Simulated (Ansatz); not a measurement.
Computed with Ansatz on PBE0-D4/def2-TZVP structures; ΔE is electronic, products minus reactants. CCSD(T)/CBS is the MP2 limit (def2-TZVPP, def2-QZVPP) plus CCSD(T) − MP2 in def2-TZVPP, frozen cores. This one scheme is used for every species. DFT in def2-TZVPP. Elements past krypton have def2 core potentials. For Sn outer-core shells are correlated without core-valence functions, which leaves a few kJ/mol of doubt a bond.

`[BH2][SnH2][CH3]` + NH₃ → `BN` + `[CH3][SnH3]`  (cleavage of the B–Sn bond)

```
  level  ΔE (kJ/mol)
PBE0-D4       -163.6
    PBE       -166.4
```

Question: What does CCSD(T)/CBS give? (An estimate is asked.)

Answer: Ansatz gave: -155.4 kJ/mol. The listed levels differ from it by -8.2, -11.0 kJ/mol.

Largest T1 diagnostic among the species: 0.012.

Leaving LDA and LC-ωPBE aside and taking each functional with its dispersion term where it has one, the values, not all of them listed here, spread over 11.9 kJ/mol, from CAM-B3LYP-D4 to revPBE-D4. LDA lies −15.6 kJ/mol from PBE without D4. At CCSD(T), def2-SVP lies −28.9 kJ/mol from the extrapolated value and def2-TZVPP −4.7 kJ/mol.
